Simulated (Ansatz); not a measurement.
Geometry optimisation, Ansatz 0.2.0, RKS PBE-D4/def2-mTZVP.

Input file:

```yaml
crystal:
  periodic: [false, false, false]
  atoms:
    - { symbol: Ge, position_ang: [-0.523649, -0.064114, -0.325514] }
    - { symbol: Cl, position_ang: [0.395329, 0.68168, 2.893314] }
    - { symbol: H, position_ang: [0.525326, -1.063526, 0.203466] }
    - { symbol: H, position_ang: [-0.068906, 1.403726, -0.213734] }
    - { symbol: H, position_ang: [-0.846088, -0.400838, -1.813735] }
    - { symbol: "N", position_ang: [-2.074184, -0.219958, 0.764274] }
    - { symbol: H, position_ang: [-2.500549, -1.148277, 0.708394] }
    - { symbol: H, position_ang: [-2.795153, 0.466236, 0.526496] }
    - { symbol: H, position_ang: [-0.867627, 0.34507, 2.571939] }
basis:
  gaussian: { orbitals: def2-mTZVP }
hamiltonian:
  xc: pbe
  dispersion: d4
relax:
  f_tol: 0.03
  max_steps: 50
```

Command:

```bash
$ ansatz run input.yaml --threads 2 --pin off --max-ram 3072MiB --backend cpu --events-out ev --progress --plain --runs-dir out
```

Task: Where does it end, and by what steps?

Result: The run converged. After 9 steps the energy has fallen by 0.327 eV; Cl2 moved furthest, 0.81 Å.

```
step  energy less start (eV)  largest force component (eV/Å)  accepted
   0                  0.0000                           0.516       yes
   1                 -0.1058                           0.857       yes
   2                 -0.2250                           0.285       yes
   3                 -0.2924                           0.288       yes
   4                 -0.3069                           0.645       yes
   5                 -0.3209                           0.419       yes
   6                 -0.3244                           0.104       yes
   7                 -0.3257                           0.054       yes
   8                 -0.3264                           0.061       yes
   9                 -0.3268                           0.015       yes
```

```xyz
9
Properties=species:S:1:pos:R:3
Ge -0.462 -0.067 -0.483
Cl -0.292 0.601 3.320
H 0.608 -1.095 -0.073
H 0.059 1.381 -0.493
H -1.119 -0.442 -1.836
N -1.761 -0.118 0.915
H -2.179 -1.044 1.043
H -2.526 0.550 0.778
H -1.084 0.234 2.144
```

Run time: 16 s on 2 threads of Arm Neoverse V2, on a shared host, peak memory 0.13 GiB.
